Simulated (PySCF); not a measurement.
C7H5O (charge +1).
Atom-mapped SMILES: `[O+:1]#[C:2][c:3]1[cH:4][cH:5][cH:6][cH:7][cH:8]1` (hydrogens: H9 on C4; H10 on C5; H11 on C6; H12 on C7; H13 on C8)

The calculation used PySCF 2.14.0, PBE0-D3(BJ)/def2-SVP geometry optimisation, gas phase.

Problem. List the bond lengths and angles at this level.

Solution. 
| bond | length (Å) | order |
| --- | --- | --- |
| O1≡C2 | 1.127 | triple |
| C2–C3 | 1.383 | single |
| C3–C4, C3–C8 | 1.420 | aromatic |
| C4–C5, C7–C8 | 1.382 | aromatic |
| C5–C6, C6–C7 | 1.401 | aromatic |
| C4–H9, C8–H13 | 1.092 | single |
| C5–H10, C7–H12 | 1.092 | single |
| C6–H11 | 1.093 | single |

Bonds in one row agree within 0.01 Å and their mean is given. Orders are formal, as drawn. A selection of angles:
| angle | degrees |
| --- | --- |
| O1–C2–C3 | 179.9 |
| C2–C3–C4 | 118.8 |
| C4–C3–C8 | 122.5 |
| C3–C4–C5 | 117.9 |
| C3–C4–H9 | 120.8 |
| C5–C4–H9 | 121.3 |
| C4–C5–C6 | 120.1 |
| C4–C5–H10 | 119.7 |
| C6–C5–H10 | 120.2 |
| C5–C6–C7 | 121.6 |
| C5–C6–H11 | 119.2 |

C4 (aromatic CH carbon) is planar (angles 121.3°, 120.8° and 117.9°, sum 360.0°, 0.00 Å off the plane of its three neighbours). C5 (aromatic CH carbon) is planar (angles 120.2°, 120.1° and 119.7°, sum 360.0°, 0.00 Å off the plane of its three neighbours). C6 (aromatic CH carbon) is planar (angles 121.6°, 119.2° and 119.2°, sum 360.0°, 0.00 Å off the plane of its three neighbours). The 8 heavy atoms lie in one plane (0.000 Å rms). The 6-membered ring C3–C4–C5–C6–C7–C8 has internal angles of 117.9° to 122.5°; it is planar, 0.00 Å rms from its mean plane, widest ring torsion 0°. C3 (substituted aromatic carbon) is planar (angles 122.5°, 118.8° and 118.7°, sum 360.0°, 0.00 Å off the plane of its three neighbours). The 7 C–C bonds span 1.382 Å (C7–C8, aromatic) to 1.420 Å (C3–C8, aromatic), a spread of 0.038 Å.

Point group: C2v (every atom within 0.08 Å of its image). No frequency check.

On an Arm Neoverse N1 with one thread, on a shared host, this took 64 s wall. These figures are those of the optimisation.
